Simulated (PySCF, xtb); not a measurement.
B(F)(OMe)(SMe) (C2H6BFOS), SMILES COB(F)SC. The values are those of a single conformer.

Harmonic wavenumbers (cm⁻¹) from GFN2-xTB run with xtb at its own minimum, in rising order: 73, 77, 102, 141, 155, 231, 313, 405, 477, 666, 731, 947, 960, 997, 1127, 1127, 1141, 1298, 1317, 1411, 1443, 1444, 1461, 1465, 2979, 2986, 2988, 3048, 3054, 3071.

Q: What does PBE-D3(BJ)/def2-SVP (PySCF) give at its own minimum? (The exact figures need the calculation; the answer reports its results.)

A: 53, 66, 111, 129, 149, 246, 343, 416, 558, 674, 711, 931, 946, 1024, 1140, 1144, 1211, 1285, 1356, 1393, 1399, 1423, 1424, 1467, 2962, 2994, 3053, 3064, 3105, 3109. Paired by order, the mean absolute difference is 25 cm⁻¹ and the zero-point energies are 53.8 and 54.2 kcal/mol.
